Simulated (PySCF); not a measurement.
## Electron correlation in Sb+ (antimony, charge +1)

[Kr] 4d10 5s2 5p2, high-spin 3P determinant. Computed with PySCF 2.14 in ANO-RCC-VTZP, with scalar relativity by spin-free X2C-1e. Frozen: [Ar] 3d10; 22 electrons correlated.

MP2 pair energies summed by pair of shells (mhartree):

```
 pair   energy  share (%)
4d-4d  -324.01       49.5
4p-4d  -102.47       15.7
4d-5s   -72.27       11.0
4d-5p   -39.37        6.0
4p-4p   -28.95        4.4
5s-5p   -26.80        4.1
4s-4d   -19.60        3.0
5s-5s   -12.29        1.9
4s-4p   -10.39        1.6
4p-5s    -7.59        1.2
5p-5p    -4.21        0.6
4p-5p    -3.44        0.5
4s-4s    -2.24        0.3
4s-5s    -0.49        0.1
4s-5p    -0.33        0.0
```

Total MP2 correlation energy: -654.44 mhartree.

Same-spin part -233.09 and opposite-spin part -421.34 mhartree; SCS-MP2 scales them by 1/3 and 6/5 to -583.31 mhartree.
